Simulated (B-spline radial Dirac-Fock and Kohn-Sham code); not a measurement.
The computed values come from a radial B-spline solver: the Dirac equation of a negative muon with reduced mass in the field of a spherical finite nucleus, with the Uehling potential to all orders; nuclear polarisation, deformation, hyperfine structure, self-energy, higher-order vacuum polarisation, relativistic recoil and electron screening are left out. The nuclear charge is a Fermi distribution (skin thickness 2.3 fm).

Q: A muonic atom of atomic mass 172.94 u emits these computed lines: 2p3/2 → 1s1/2 5116 keV, 3d5/2 → 2p3/2 1921 keV, 4f7/2 → 3d5/2 700.9 keV, 5g9/2 → 4f7/2 322.5 keV. Which element is it, and what rms charge radius was used?

A: Lutetium (Z = 71, nuclide ¹⁷³Lu); the high transitions hardly feel the nucleus and fix Z. The 2p → 1s line lies 6557 keV below the value for a point nucleus without QED, which for this nuclear model gives a radius near 5.36 fm (5.3577 fm was used).
